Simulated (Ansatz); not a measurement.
# Abstraction of Cl: SiH2(CH3)Cl + BCl2 → SiH2(CH3) + BCl3

Species: SiH2(CH3)Cl ((chlorosilyl)methane), singlet; BCl2 `Cl[B]Cl`, doublet; SiH2(CH3), doublet; BCl3 (boron trichloride) `ClB(Cl)Cl`, singlet. A radical takes Cl: the energy is the difference in strength between the Si–Cl bond broken and the B–Cl bond made.

Shapes, held fixed at every level: PBE0-D4/def2-TZVP. Programs: Ansatz 0.2.0. The zero-point and thermal change to 298 K, harmonic and unscaled (PBE0-D4/def2-TZVP), is -1.9 kJ/mol.

```tsv
level	kind	ΔH(298 K) (kJ/mol)	less CCSD(T)/CBS estimate	CPU time (sum over the molecules)
MP2/def2-SVP	perturbation theory	-57.2	-34.1	–
MP2/def2-TZVPP	perturbation theory	-31.9	-8.8	–
PBE-D4/def2-TZVPP	GGA	-35.4	-12.3	17 s
BHLYP-D4/def2-TZVPP	global hybrid	-21.6	+1.5	21 s
PBE0-D4/def2-TZVPP	global hybrid	-31.2	-8.1	20 s
wB97X-V/def2-TZVPP	range-separated hybrid	-25.6	-2.5	52 s
B2PLYP/def2-TZVPP	double hybrid	-26.1	-3.0	30 s
CCSD(T)/CBS estimate	coupled cluster or CI	-23.1	0.0	5.2 min
```

The highest level, CCSD(T)/CBS estimate, gives ΔH(298 K) = -23.1 kJ/mol; the levels span -57.2 to -21.6. The column of differences is taken from that level and isn't an error. No measured value is set beside it here. Open shells run unrestricted. The CBS estimate extrapolates MP2 from def2-TZVPP and def2-QZVPP and adds CCSD(T) − MP2 in the triple-zeta set, cores frozen. Times are processor times on shared x86 and Arm servers, and rough.
